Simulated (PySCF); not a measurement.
Predicted microwave data (B3LYP/def2-SVPD in PySCF (dipole) on a GFN2-xTB geometry, gas phase) for one isomer of C6H10O2:

| Quantity | Value |
| --- | --- |
| Rotational constants | A = 2999, B = 2086, C = 1358 MHz |
| Dipole components | \|μa\| = 1.16 D, \|μb\| = 1.07 D, \|μc\| = 0.71 D |
| Inertial defect | -38.50 u·Å² |
| κ | -0.11 |

Question: Which candidate fits, each taken in the one conformer that was computed?
A. `[CH3:1][C@@H:2]1[CH2:3][O:4][CH2:5][CH2:6][C:7]1=[O:8]` with C1–C2–C3–O4 180°, C2–C3–O4–C5 62°, C3–O4–C5–C6 -61°, O4–C5–C6–C7 56°
B. `[CH2:1]=[CH:2][C@@H:3]([CH3:4])[O:5][C:6]([CH3:7])=[O:8]` with C1–C2–C3–C4 112°, C2–C3–O5–C6 151°, C3–O5–C6–C7 -179°
C. `[CH3:1]/[CH:2]=[CH:3]\[CH2:4][O:5][C:6]([CH3:7])=[O:8]` with C2–C3–C4–O5 135°, C3–C4–O5–C6 90°, C4–O5–C6–C7 -178°

Answer: A. It is C[C@@H]1COCCC1=O, an asymmetric top, point group C1. The candidates at the same level (rigid rotor, commonest isotopes):

```tsv
SMILES	A (MHz)	B (MHz)	C (MHz)	μa (D)	μb (D)	μc (D)	Δ (u·Å²)	point group	rotor
C=C[C@@H](C)OC(C)=O	3685	1185	1080	0.98	0.79	1.55	-96.01	C1	near-prolate asymmetric top
C[C@@H]1COCCC1=O	2999	2086	1358	1.16	1.07	0.71	-38.50	C1	asymmetric top
C/C=C\COC(C)=O	6056	865.5	834.6	1.22	1.82	0.21	-61.83	C1	near-prolate asymmetric top
```

`C=C[C@@H](C)OC(C)=O` has B 43 % too low; `C/C=C\COC(C)=O` has A 102 % too high. No structure here is proved a minimum.
